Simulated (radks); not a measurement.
Values are calculated unless marked as measured or tabulated.
Removal energies from the rubidium ion Rb3+, [Ar] 3d10 4s2 4p4, by Delta-SCF beside the eigenvalue of the level emptied. Code: a radial shooting solver on a logarithmic mesh with Libxc functionals. Model: scalar-relativistic Kohn-Sham, BLYP, spin-polarised, spherical densities, finite nucleus; Fermi nuclear charge, rms radius of each element as measured or else 0.836 A^(1/3) + 0.57 fm. Open shells are filled with parallel spins first.

removed from        final configuration  Delta-SCF (eV)  -eigenvalue (eV)
4p                    [Ar] 3d10 4s2 4p3          51.828            45.407
4s                    [Ar] 3d10 4s1 4p4          69.807            62.700
3d                     [Ar] 3d9 4s2 4p4          154.52            139.06
3p            [Ne] 3s2 3p5 3d10 4s2 4p4          275.27            259.93
